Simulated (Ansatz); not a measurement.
`C#C[SiH2][AlH][Cl]` + CH₃OH → `C[O][AlH][Cl]` + `C#C[SiH3]` at 600 K and 1 bar (cleavage of the Al–Si bond).

Calculated with Ansatz (gas phase, PBE0-D4/def2-TZVP geometries, no zero-point term in ΔE). CCSD(T)/CBS adds triple-zeta CCSD(T) − MP2 to the extrapolated MP2 energy (def2 sets, frozen cores). This one scheme is used for every species. One conformer a species, not always the lowest.

```json
{"species": "`C#C[SiH2][AlH][Cl]`", "CCSD(T)/CBS energy (Eh)": "-1069.38528", "H − E (kJ/mol)": "182.9", "S (J/(mol·K))": "482.1"}
{"species": "CH₃OH", "CCSD(T)/CBS energy (Eh)": "-115.61712", "H − E (kJ/mol)": "163.6", "S (J/(mol·K))": "277.3"}
{"species": "`C[O][AlH][Cl]`", "CCSD(T)/CBS energy (Eh)": "-817.53357", "H − E (kJ/mol)": "183.2", "S (J/(mol·K))": "404.7"}
{"species": "`C#C[SiH3]`", "CCSD(T)/CBS energy (Eh)": "-367.52081", "H − E (kJ/mol)": "155.9", "S (J/(mol·K))": "329.9"}
```

H − E and S are ideal-gas, rigid-rotor, harmonic terms from PBE0-D4/def2-TZVP, for one conformer and one mirror image of each species. 1 Eh = 2625.50 kJ/mol, R = 8.31446 J/(mol·K).

Task: By hand: ΔE, ΔH, ΔS and ΔG.

Result: ΔE = (-817.53357) + (-367.52081) − (-1069.38528) − (-115.61712) = -0.05198 Eh = -136.5 kJ/mol. Δ(H − E) = 183.2 + 155.9 − 182.9 − 163.6 = -7.4, so ΔH = -143.9 kJ/mol. ΔS = 404.7 + 329.9 − 482.1 − 277.3 = -24.8 J/(mol·K). ΔG = -143.9 − 600 × (-24.8)/1000 = -129.0 kJ/mol.

Task: By hand: the equilibrium constant, and the temperature at which ΔG would vanish if ΔH and ΔS stayed fixed.

Result: log₁₀ K = −ΔG/(RT ln 10) = 11.2. ΔG = 0 at ΔH/ΔS = 5802 K, far beyond where these terms or the molecules hold.

ΔH outweighs TΔS. A doubt of 5 kJ/mol in ΔE shifts log₁₀ K by 0.4 here. Other conformers and mirror images would add mixing entropy, several J/(mol·K) or more a flexible species. Modes under 60 cm⁻¹, often nearly free rotors, make the harmonic entropy too high. These are equilibria of isolated gas molecules and say nothing of rates. Largest T1 diagnostic: 0.013 (customary marks: 0.02 for closed shells, 0.045 for open ones).
